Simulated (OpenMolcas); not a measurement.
Ta3+: ligand-field states by method

Ta3+ with 4 ligands (water) in square-planar coordination (D2h) at 1.95 Å. Ligand basis ANO-RCC-VDZP.

```yaml
Program: OpenMolcas 26.06
Basis: ANO-RCC-VTZP [8s7p5d3f2g1h]
Scalar_Hamiltonian: DKH2, point nucleus
Active_space: 2 electrons in 5 orbitals (5d)
State_averaging: 2S+1 = 3 even, 10 roots; 2S+1 = 1 even, 15 roots
Spin-orbit_coupling: RASSI with atomic mean-field integrals over the reference wave functions
```

I. CASSCF
II. SS-CASPT2, IPEA 0.25 Eh, imaginary shift 0.1 Eh (the lowest 16 gerade and 14 ungerade orbitals frozen, chosen by energy and not by shell, so the metal 5p can be frozen and 4f correlated)

Spin-free states in cm-1, each column counted from its own energy of the first state listed:

```json
{"State": "2S+1 = 3", "Degeneracy": "1", "I": "0", "II": "0"}
{"State": "2S+1 = 3", "Degeneracy": "1", "I": "7122", "II": "7960"}
{"State": "2S+1 = 3", "Degeneracy": "1", "I": "7832", "II": "8400"}
{"State": "2S+1 = 1", "Degeneracy": "1", "I": "7926", "II": "6020"}
{"State": "2S+1 = 3", "Degeneracy": "1", "I": "9132", "II": "9770"}
{"State": "2S+1 = 1", "Degeneracy": "1", "I": "9674", "II": "9180"}
{"State": "2S+1 = 1", "Degeneracy": "1", "I": "10231", "II": "7960"}
{"State": "2S+1 = 3", "Degeneracy": "1", "I": "14275", "II": "13200"}
{"State": "2S+1 = 1", "Degeneracy": "1", "I": "15124", "II": "11730"}
{"State": "2S+1 = 1", "Degeneracy": "1", "I": "17173", "II": "16030"}
{"State": "2S+1 = 1", "Degeneracy": "1", "I": "20721", "II": "18940"}
{"State": "2S+1 = 3", "Degeneracy": "1", "I": "21271", "II": "21520"}
{"State": "2S+1 = 1", "Degeneracy": "1", "I": "22519", "II": "19580"}
{"State": "2S+1 = 1", "Degeneracy": "1", "I": "29590", "II": "27850"}
{"State": "2S+1 = 1", "Degeneracy": "1", "I": "29986", "II": "28560"}
{"State": "2S+1 = 1", "Degeneracy": "1", "I": "41724", "II": "37180"}
{"State": "2S+1 = 3", "Degeneracy": "1", "I": "54870", "II": "53680"}
{"State": "2S+1 = 1", "Degeneracy": "1", "I": "60193", "II": "56760"}
{"State": "2S+1 = 3", "Degeneracy": "1", "I": "60986", "II": "57960"}
{"State": "2S+1 = 3", "Degeneracy": "1", "I": "67955", "II": "66220"}
```

From I to II, I's first state of the same spin (2S+1 = 3) moves from 7122 to 7960 cm-1, by about +830 cm-1.

From I to II, I's first state of another spin (2S+1 = 1) moves from 7926 to 6020 cm-1, by about -1900 cm-1.

χT at 300 K: I 0.30, II 0.28 cm3 K/mol.

The states above are spin-free; spin-orbit coupling is strong here and shifts and splits them by thousands of cm-1.

The least metal-like active orbital is 65 % on the metal (Löwdin) and no ligand orbital is active, so the numbers are rough. Ligand-to-metal charge-transfer states are missing. With no ligand orbital active B as a rule stays too high, so bands that hang on it stand too high and its fall with covalency is understated. Without dynamic correlation the repulsion within the d shell is too large (B by tens of per cent), so at a given field states of lower spin stand too high (holds for I). With metal d orbitals alone the field can be off either way by tens of per cent (holds for I). No measured value stands beside these numbers; the geometry is a model, was not optimised and need not be the one that this ion takes.

A state without a sure symmetry label is named by its multiplicity alone.
